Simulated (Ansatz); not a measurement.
Consider the ligand exchange at a Ge–C bond: `[CH3][GeH2][Cl]` + `N[SiH](Cl)Cl` → `[Cl][GeH2][NH][SiH](Cl)Cl` + CH₄.

Isolated molecules relaxed with PBE0-D4/def2-TZVP in Ansatz; ΔE leaves out vibrations. CCSD(T)/CBS is the MP2 limit (def2-TZVPP, def2-QZVPP) plus CCSD(T) − MP2 in def2-TZVPP, frozen cores. This one scheme is used for every species. For Ge outer-core shells are correlated without core-valence functions, which leaves a few kJ/mol of doubt a bond. Scalar relativity is left out up to krypton. One conformer a species, not always the lowest.

```csv
species,CCSD(T)/CBS(def2) energy (Eh)
`[CH3][GeH2][Cl]`,-2576.99593
`N[SiH](Cl)Cl`,-1265.28357
`[Cl][GeH2][NH][SiH](Cl)Cl`,-3801.83009
CH₄,-40.46206
```

**Question.** Work out ΔE.

**Answer.** ΔE = (-3801.83009) + (-40.46206) − (-2576.99593) − (-1265.28357) = -0.01265 Eh = -7.9 kcal/mol.

Largest T1 diagnostic among the species: 0.010.

In def2-TZVPP, CCSD(T) changes the Hartree–Fock value by −1.0 kcal/mol (the triples alone add −0.5 kcal/mol) and MP2 by −1.4 kcal/mol. The D4 term adds −2.7 kcal/mol with B3LYP and −1.6 kcal/mol with PBE0; it sums over pairs of atoms, weighted by their polarisabilities, and B3LYP, whose exchange is more repulsive, gets the larger term.

B3LYP here is the variant with VWN-RPA as its local correlation; programs differ in this.
